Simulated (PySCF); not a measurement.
PySCF 2.14 output of an unrestricted PBE calculation on a single atom or ion in x2c-QZVPPall (11s7p6d4f2g, 108 functions), with the spin-free X2C one-electron Hamiltonian (Gaussian nucleus):

```
SCF conv_tol = 1e-09
number electrons alpha = 15  beta = 12
    J. P. Perdew, K. Burke, and M. Ernzerhof.,  Phys. Rev. Lett. 77, 3865 (1996)
    J. P. Perdew, K. Burke, and M. Ernzerhof.,  Phys. Rev. Lett. 78, 1396 (1997)
    J. P. Perdew, K. Burke, and M. Ernzerhof.,  Phys. Rev. Lett. 77, 3865 (1996)
    J. P. Perdew, K. Burke, and M. Ernzerhof.,  Phys. Rev. Lett. 78, 1396 (1997)
cycle= 1 E= -1519.83095545422  delta_E= -0.0193  |g|= 0.187  |ddm|= 0.163
cycle= 2 E= -1519.81598250653  delta_E= 0.015  |g|= 0.38  |ddm|= 0.144
cycle= 3 E= -1519.83749926154  delta_E= -0.0215  |g|= 0.0261  |ddm|= 0.0826
cycle= 4 E= -1519.83763195889  delta_E= -0.000133  |g|= 0.000668  |ddm|= 0.0072
cycle= 5 E= -1519.83763204569  delta_E= -8.68e-08  |g|= 7.71e-05  |ddm|= 0.000507
cycle= 6 E= -1519.83763204697  delta_E= -1.28e-09  |g|= 6.62e-06  |ddm|= 5.68e-05
cycle= 7 E= -1519.83763204698  delta_E= -7.73e-12  |g|= 8.61e-07  |ddm|= 1.88e-06
converged SCF energy = -1519.83763204698  <S^2> = 3.7503923  2S+1 = 4.0001961
```

The run itself started from symmetry-adapted Hartree-Fock orbitals and held the occupation by maximum overlap, on a logarithmic radial grid, so the iterations belong to that start.

**Question.** Which element, charge and spin multiplicity is this?

**Answer.** Ni+ (nickel, charge +1), multiplicity 4; the state was [Ar] 3d8 4p1, one real determinant (an excited configuration).

⟨L²⟩ = 14.01 against 20 for a pure G term, so this real determinant mixes terms.
